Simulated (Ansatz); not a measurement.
Isolated molecules relaxed with PBE0-D4/def2-TZVP in Ansatz; ΔE leaves out vibrations. CCSD(T)/CBS adds triple-zeta CCSD(T) − MP2 to the extrapolated MP2 energy (def2 sets, frozen cores). This one scheme is used for every species. Functionals use def2-TZVPP. def2 core potentials past Kr. For Te outer-core shells are correlated without core-valence functions, which leaves a few kJ/mol of doubt a bond. One conformer a species, not always the lowest.

Consider the substitution at a C–C bond: `CC(N)F` + H₂Te → `NC(F)[TeH]` + CH₄.

`CC(N)F`:

```xyz
10

C    -0.669   -0.794    0.493
C    -0.003    0.103   -0.517
N     1.204    0.645   -0.033
F    -0.934    1.111   -0.862
H    -0.861   -0.240    1.416
H    -0.026   -1.644    0.721
H    -1.621   -1.157    0.106
H     0.195   -0.425   -1.454
H     1.069    1.146    0.836
H     1.645    1.256   -0.706
```

H₂Te:

Cartesian coordinates in Å:
```
Te 0.129 -0.473 -0.603
H 0.396 -0.564 1.028
H -0.526 1.037 -0.425
```

`NC(F)[TeH]`:

Cartesian coordinates in Å:
```
N -0.779 -0.485 0.972
C -0.277 -0.084 -0.270
F -0.096 -1.167 -1.094
Te 1.661 0.951 -0.125
H -0.100 -0.853 1.622
H -1.403 0.176 1.404
H -0.976 0.595 -0.757
H 1.969 0.867 -1.751
```

CH₄:

```xyz
5

C     0.000    0.000    0.000
H     1.070    0.103   -0.176
H    -0.195    0.015    1.072
H    -0.347   -0.944   -0.419
H    -0.528    0.825   -0.477
```

(1) Is it downhill or uphill in electronic energy at CCSD(T)/CBS, and by how much? (An estimate is asked.)

(2) What do these levels give: r2SCANh, RPA@PBE/def2-TZVPP, MP2/def2-SVP, MP2/def2-TZVPP, MP2/def2-QZVPP, MP2/CBS(def2)? (An estimate is asked.)

Largest T1 diagnostic among the species: 0.012.

## Answers

(1) The calculation gave: Uphill: ΔE = +0.30 eV.

(2) Ansatz gave: r2SCANh 0.29, RPA@PBE/def2-TZVPP 0.36, MP2/def2-SVP 0.50, MP2/def2-TZVPP 0.29, MP2/def2-QZVPP 0.25, MP2/CBS(def2) 0.23 eV.

At CCSD(T), def2-SVP lies +0.25 eV from the extrapolated value and def2-TZVPP +0.06 eV. The D4 term adds −0.05 eV with B3LYP and −0.02 eV with PBE0; it sums over pairs of atoms, weighted by their polarisabilities, and B3LYP, whose exchange is more repulsive, gets the larger term. From BLYP to BHLYP (50 % exact exchange), in def2-TZVPP and without D4, ΔE moves by +0.20 eV.

B3LYP here is the variant with VWN-RPA as its local correlation; programs differ in this.
